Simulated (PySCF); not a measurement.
From one molecule to another.

First species: C5H4F2O3.
Geometry (GFN2-xTB, Å), atoms numbered from 1 in this order:
```xyz
14
C5H4F2O3 angstrom
O      0.5575    1.8908    0.7919
C     -0.2376    1.0509    0.4738
O     -1.5673    1.2322    0.5000
C     -2.2465    0.0551    0.1054
C     -1.1743   -0.9337   -0.1967
C      0.0095   -0.3496    0.0110
O      1.2246   -0.9450   -0.1370
C      2.3416   -0.1582   -0.2126
F      3.3929   -0.9793   -0.1127
F      2.4228    0.4249   -1.4308
H     -2.9032   -0.2640    0.9227
H     -2.8688    0.2810   -0.7677
H     -1.3699   -1.9364   -0.5205
H      2.4180    0.6309    0.5512
```

Second species: C6H9NSi.
SMILES: `N#C[C@]1(C[SiH3])[C@@H]2C[C@@H]21`

Levels: PBE0/def2-SVPD for dipole moment, HOMO energy, LUMO energy, HOMO–LUMO gap, static isotropic polarisability and electronic spatial extent ⟨r²⟩ about the centre of nuclear charge; TDDFT PBE0/def2-SVPD for lowest singlet excitation; TDA PBE0/def2-SVPD for lowest triplet excitation (Tamm–Dancoff); GFN2-xTB for rotational constant A and rotational constant C. Geometries: GFN2-xTB. Each species is one conformer at its optimised geometry, gas phase, non-relativistic unless stated; the electronic structure was computed with PySCF and density fitting.

Dipoles, sizes and rotational constants follow the conformer. The torsions of the flexible species, by atom-mapped SMILES:
- `[O:1]=[C:2]1[O:3][CH2:4][CH:5]=[C:6]1[O:7][CH:8]([F:9])[F:10]`: C5–C6–O7–C8 164°, C6–O7–C8–F9 169°
- `[N:1]#[C:2][C@:3]1([CH2:4][SiH3:5])[C@@H:6]2[CH2:7][C@H:8]12`: C2–C3–C4–Si5 68°

```csv
property,column X,column Y
dipole moment,4.70 D,4.53 D
HOMO energy,-8.14 eV,-8.16 eV
LUMO energy,-1.75 eV,0.29 eV
HOMO–LUMO gap,6.39 eV,8.45 eV
lowest singlet excitation,5.05 eV,7.29 eV
lowest triplet excitation (Tamm–Dancoff),3.72 eV,6.19 eV
static isotropic polarisability,69.8 au,93.6 au
electronic spatial extent ⟨r²⟩ about the centre of nuclear charge,1437 bohr²,1212 bohr²
rotational constant A,2.954 GHz,2.693 GHz
rotational constant C,0.751 GHz,1.024 GHz
```

Q: Which column belongs to which species?

A: Column X is the first species and column Y the second. The first has 14 atoms and 76 electrons, the second 17 and 66.

Q: How does each property change from the first species to the second?

A: dipole moment -0.17 D; HOMO energy -0.02 eV; LUMO energy +2.04 eV; HOMO–LUMO gap +2.06 eV; lowest singlet excitation +2.24 eV; lowest triplet excitation (Tamm–Dancoff) +2.47 eV; static isotropic polarisability +23.8 au; electronic spatial extent ⟨r²⟩ about the centre of nuclear charge -225 bohr²; rotational constant A -0.261 GHz; rotational constant C +0.273 GHz.

On the first: S1 lies 1.34 eV below the HOMO–LUMO gap; its leading configuration is HOMO−1→LUMO, weight 0.84.

On the second: S1 lies 1.16 eV below the HOMO–LUMO gap; its leading configuration is HOMO→LUMO+1, weight 0.28, beside HOMO−1→LUMO, weight 0.27. The polarisability is 13.87 Å³ as a volume (1 au = 0.148185 Å³), or 1.42 au for each of the 66 electrons.
